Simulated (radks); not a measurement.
Initial-state core-level shifts of neutral scandium when its valence configuration changes from [Ar] 3d1 4s2. All-electron calculation, Dirac Kohn-Sham, PBE, spin-unpolarised, spherical densities, point nucleus; open shells fill j = l - 1/2 first. Program: a radial shooting solver on a logarithmic mesh with Libxc functionals. Shifts are changes of the shell-averaged eigenvalues in eV (positive: less bound).

valence              2s      2p      3s      3p
3d2 4s1          +3.304  +3.252  +2.905  +2.747
3d1 4s1 4p1      -1.258  -1.260  -1.272  -1.266
3d1 4s1.5 4p0.5  -0.642  -0.643  -0.650  -0.647
3d0.5 4s1 4p1.5  -4.585  -4.546  -4.140  -4.000
3d1 4p2          -2.432  -2.434  -2.455  -2.440
4s2 4p1          -7.187  -7.102  -6.111  -5.829
3d1.5 4s1.5      +1.982  +1.953  +1.726  +1.633
3d1.5 4s1 4p0.5  +1.414  +1.382  +1.134  +1.039
3d0.5 4s2 4p0.5  -3.315  -3.277  -2.887  -2.761
